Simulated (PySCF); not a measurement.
Se⁺: ionisation energy

Se⁺ [Ar] 3d10 4s2 4p3 (4S) → Se²⁺ [Ar] 3d10 4s2 4p2 (3P), as a difference of total energies. All numbers are calculated (PySCF 2.14, a scalar-relativistic core potential, in aug-cc-pVQZ-PP with one added diffuse shell each of s, p, d, f, g type with ECP10MDF (8s7p6d4f3g, 114 functions)). Correlated levels: valence: 3s2 3p6 3d10 frozen. The calculations carry no spin-orbit coupling.

```
           method  ionisation energy (eV)  difference from reference (eV)
              UHF                  20.839                          -0.357
              LDA                  21.393                          +0.197
              PBE                  21.237                          +0.041
             PBE0                  21.346                          +0.150
           r2SCAN                  21.548                          +0.352
            HSE06                  21.317                          +0.121
            TPSSh                  21.338                          +0.142
          wB97X-V                  21.084                          -0.112
    MP2 (valence)                  21.388                          +0.192
SCS-MP2 (valence)                  21.234                          +0.038
```

Reference: 21.196 ± 0.01 eV (measured; NIST Atomic Spectra Database, ionization energies).

The reference lies between the lowest fine-structure levels, while these numbers refer to the centres of the terms.

Errors of the correlated levels include the incompleteness of this basis and the frozen core.
